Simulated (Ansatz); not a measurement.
# Telling isomers of C3H6OSi apart by their spectra

These gas-phase data were calculated for one isomer of C3H6OSi at PBE0-D3(BJ)/def2-SVP (harmonic, unscaled wavenumbers; equilibrium rotational constants with average atomic masses):

- rotational constants: 14.52, 1.535, 1.427 GHz
- all wavenumbers above 1500 cm⁻¹: 3933, 3149, 3149, 3054, 2309, 2279, 2227

Candidates:

(1) `O[Si@@H]1C=CC1`, a singlet
(2) `C1=CO[SiH2]C1`, a singlet
(3) `CC#C[SiH2]O`, a singlet

Task: Which structure fits?

Result: Candidate (3). The band at 3933 cm⁻¹ lies where the O–H stretch is expected; (2) has no mode between 3300 and 4000 cm⁻¹. 3 modes lie between 2750 and 3290 cm⁻¹, one for each C–H bond, while (1) has 4.

The same quantities for all candidates:

|  | rotational constants (GHz) | wavenumbers above 1500 cm⁻¹ | E above the lowest, PBE0-D3(BJ)/def2-SVP (kcal/mol) |
| --- | --- | --- | --- |
| (1) | 8.459, 3.3, 2.765 | 3932, 3236, 3134, 3129, 3073, 2259, 1611 | 3.8 |
| (2) | 6.599, 4.943, 2.978 | 3243, 3221, 3112, 3064, 2252, 2252, 1707 | 0.0 |
| (3) | 14.52, 1.535, 1.427 | 3933, 3149, 3149, 3054, 2309, 2279, 2227 | 18.5 |

Harmonic stretches to hydrogen usually lie a few per cent above observed fundamentals. Each candidate is one conformer. Programs: Ansatz 0.2.0.
